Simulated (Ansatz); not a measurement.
A nudged elastic band was laid between two geometries of BClH$_{4}$SeSi (8 atoms, charge 0, multiplicity 1).

Computed with RKS revPBE/def2-SVP (Ansatz 0.2.0).

| Item | Value |
| --- | --- |
| movable images | 9 |
| climbing image | yes |
| spring | 5.0 eV/Å² |
| optimiser | quadratic models (default) |
| start path | straight line |
| force threshold | 0.05 eV/Å |
| iteration limit | 60 |
| end points | relaxed |

Initial state:

```xyz
8
Properties=species:S:1:pos:R:3
Si -0.118 1.026 -0.382
B 0.599 -0.848 -0.041
Cl 2.094 -1.364 -0.858
Se -0.233 -2.156 1.134
H -0.411 1.210 -1.851
H -1.383 1.305 0.392
H 0.914 2.055 0.012
H -1.370 -1.286 1.537
```

Final state:

```xyz
8
Properties=species:S:1:pos:R:3
Si -0.463 0.849 -0.525
B 0.402 -0.948 -0.120
Cl 0.647 -2.106 -1.450
Se 0.995 -1.524 1.641
H 0.349 1.595 -1.557
H -1.846 0.640 -1.093
H -0.582 1.717 0.703
H 0.591 -0.279 2.346
```

(1) Which bonds break or form, and what moves?

(2) Give the energies along the band, and the barrier.

(3) What is the geometry of the highest image?

The band took 6 iterations and roughly 110 core-seconds.

Answers

(1) No bond is made or broken. The dihedral H7–Si1–B2–Se4 goes from 121 to 1°. The two ends are copies of one structure, up to a mirror image or an exchange of like atoms.

(2) The run converged. The highest image is number 5 of 0 to 10, 2.2 kJ/mol above the ends, which have the same energy within 2 meV. Another band between the same ends (9 images) ends at a top of the same energy, where a vibrational analysis finds 1 clearly imaginary mode.

```csv
image,path coordinate (Å),energy (kJ/mol),dihedral H7–Si1–B2–Se4 (°)
0,0.00,0.0,121
1,0.41,0.2,108
2,0.82,0.7,95
3,1.22,1.4,82
4,1.63,2.0,71
5,2.04,2.2,59
6,2.45,2.0,48
7,2.85,1.5,37
8,3.26,0.8,25
9,3.66,0.2,13
10,4.07,0.0,1
```

(3) 
```xyz
8
Properties=species:S:1:pos:R:3
Si -0.270 0.937 -0.511
B 0.534 -0.903 -0.156
Cl 1.484 -1.760 -1.393
Se 0.318 -1.831 1.545
H 0.025 1.442 -1.898
H -1.768 0.888 -0.324
H 0.266 1.934 0.489
H -0.497 -0.766 2.192
```

Run time: 56 s on 2 threads of Intel(R) Xeon(R) Platinum 8559C (Emerald Rapids), on a shared host, peak memory 0.17 GiB.
